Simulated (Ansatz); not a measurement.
B₂Cl₂F₂H₄N₂ (`F[B@-]1(Cl)[NH2+][B@@-](F)(Cl)[NH2+]1`), one more setting.

```yaml
crystal:
  periodic: [false, false, false]
  atoms:
    - {symbol: F, position_ang: [-0.154403, -1.681409, -1.382967]}
    - {symbol: B, position_ang: [-0.569106, -0.534302, -0.783064]}
    - {symbol: Cl, position_ang: [-2.172211, 0.113984, -1.352175]}
    - {symbol: N, position_ang: [0.572570, 0.576301, -0.807033]}
    - {symbol: B, position_ang: [0.668669, 0.433744, 0.776596]}
    - {symbol: F, position_ang: [1.857481, -0.108012, 1.152054]}
    - {symbol: Cl, position_ang: [0.199131, 1.968479, 1.635765]}
    - {symbol: N, position_ang: [-0.496155, -0.652480, 0.803805]}
    - {symbol: H, position_ang: [1.414066, 0.283243, -1.292924]}
    - {symbol: H, position_ang: [0.285192, 1.486579, -1.143986]}
    - {symbol: H, position_ang: [-1.335192, -0.376520, 1.298365]}
    - {symbol: H, position_ang: [-0.193143, -1.564706, 1.129562]}
basis:
  gaussian: {orbitals: def2-TZVPP}
total_charge: -1
magnetization: {spin_polarized: true, initial_magnetization: 1}
hamiltonian: {xc: {name: BHLYP}, dispersion: d3bjatm}
output: {forces: true}
```

```sh
$ ansatz run in.yaml --threads 4 --pin off --events-out ev --progress --plain --max-ram 11315MiB
```

Output, abridged:

```
Functional definition: BHLYP
2030 factors; their error is unknown
mean field evaluation 1: about -34879.9920 eV, gradient 3.5e1 eV
mean field evaluation 2: about -34880.7850 eV, gradient 3.3e1 eV
mean field evaluation 4: about -34884.4770 eV, gradient 1.5e0 eV
mean field evaluation 8: about -34884.4911 eV, gradient 1.0e-1 eV
mean field evaluation 16: about -34884.6989 eV, gradient 3.5e-3 eV
mean field -34884.69888035 eV, -1281.9890381548 hartree, gradient 3.1e-5 eV, S^2 0.750611; 2 other end points of the search recorded, 0 dependent functions left out
reference -34884.69907550 eV, -1281.9890453262 hartree; 41, 40 occupied and 285, 286 virtual orbitals, 2030 factors
Total energy: -34885.19191724 eV, -1282.0071569261 hartree
Atom 0 at    -0.154403    -1.681409    -1.382967 Å, force    -0.349230     0.103375    -0.152822 eV/Å
Atom 1 at    -0.569106    -0.534302    -0.783064 Å, force     0.894790    -0.134950     0.490650 eV/Å
Atom 2 at    -2.172211     0.113984    -1.352175 Å, force    -0.311346    -0.020258    -0.221953 eV/Å
Atom 3 at     0.572570     0.576301    -0.807033 Å, force    -0.435148    -0.442400     0.619945 eV/Å
Atom 4 at     0.668669     0.433744     0.776596 Å, force     0.015102    -0.823292    -0.618077 eV/Å
Atom 5 at     1.857481    -0.108012     1.152054 Å, force    -0.061150     0.328848     0.210312 eV/Å
Atom 6 at     0.199131     1.968479     1.635765 Å, force     0.067960     0.276525     0.256090 eV/Å
Atom 7 at    -0.496155    -0.652480     0.803805 Å, force     0.382776     0.497782    -0.612763 eV/Å
Atom 8 at     1.414066     0.283243    -1.292924 Å, force     0.160722     0.093224    -0.185517 eV/Å
Atom 9 at     0.285192     1.486579    -1.143986 Å, force     0.052816     0.376516    -0.275536 eV/Å
Atom 10 at    -1.335192    -0.376520     1.298365 Å, force    -0.339590    -0.074458     0.315798 eV/Å
Atom 11 at    -0.193143    -1.564706     1.129562 Å, force    -0.077702    -0.180913     0.173872 eV/Å
Dipole moment:    -0.145211     0.153036     0.020282 e Å
```

Run time 29 s (4 threads of an Arm Neoverse V1 on a shared host); peak host memory 1.7 GiB.
